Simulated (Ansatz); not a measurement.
C2H8ClGeNO can be A, `C[NH][GeH]([Cl])[O]C`, or B, `C[O][Ge]([CH3])([NH2])[Cl]`.

Isolated molecules relaxed with PBE0-D4/def2-TZVP in Ansatz; ΔE leaves out vibrations. CBS: MP2 limit from def2 TZ/QZ plus the TZ coupled-cluster correction, frozen cores. DFT in def2-TZVPP. For Ge outer-core shells are correlated without core-valence functions, which leaves a few kJ/mol of doubt a bond. Scalar relativity is left out up to krypton. One conformer a species, not always the lowest.

A:

Z-matrix (Å, degrees):
```
C
N 1 1.450
H 1 1.093 2 110.0
H 1 1.091 2 109.4 3 117.4
H 1 1.098 2 114.2 3 -121.6
Ge 2 1.814 1 122.9 3 -160.2
H 2 1.010 1 113.1 3 58.4
O 6 1.759 2 107.5 1 165.6
Cl 6 2.156 2 105.2 1 47.4
H 6 1.532 2 120.1 1 -74.2
C 8 1.414 6 119.9 2 -57.6
H 11 1.095 8 111.2 6 -72.4
H 11 1.092 8 107.6 6 168.8
H 11 1.095 8 112.0 6 49.3
```

B:

Z-matrix (Å, degrees):
```
C
O 1 1.409
H 1 1.095 2 111.9
H 1 1.097 2 112.0 3 122.1
H 1 1.092 2 107.7 3 -119.2
Ge 2 1.763 1 120.7 3 -58.0
N 6 1.811 2 102.7 1 171.4
C 6 1.931 2 114.5 1 -65.3
Cl 6 2.183 2 106.3 1 52.2
H 7 1.010 6 115.0 2 -171.0
H 7 1.011 6 113.3 2 -44.3
H 8 1.090 6 109.4 2 -59.1
H 8 1.090 6 109.9 2 61.4
H 8 1.090 6 109.7 2 -179.2
```

(1) Which isomer does CCSD(T)/CBS put lower? Give the gap. (Estimate.)

(2) Give E(B) − E(A) in kJ/mol with ωB97M-V, PBE0-D4, CCSD/def2-TZVPP, r2SCAN-D4, HF/def2-TZVPP, CCSD(T)/def2-TZVPP, PBE-D4. (Estimate.)

Largest T1 diagnostic: 0.011.

Results:

(1) Ansatz gave: B, by 91.4 kJ/mol.

(2) The calculation gave: ωB97M-V -89.1, PBE0-D4 -87.8, CCSD/def2-TZVPP -89.8, r2SCAN-D4 -91.7, HF/def2-TZVPP -82.5, CCSD(T)/def2-TZVPP -90.5, PBE-D4 -86.5. None reverses the order clearly.

In def2-TZVPP, CCSD(T) changes the Hartree–Fock value by −8.0 kJ/mol (the triples alone add −0.7 kJ/mol) and MP2 by −12.7 kJ/mol.
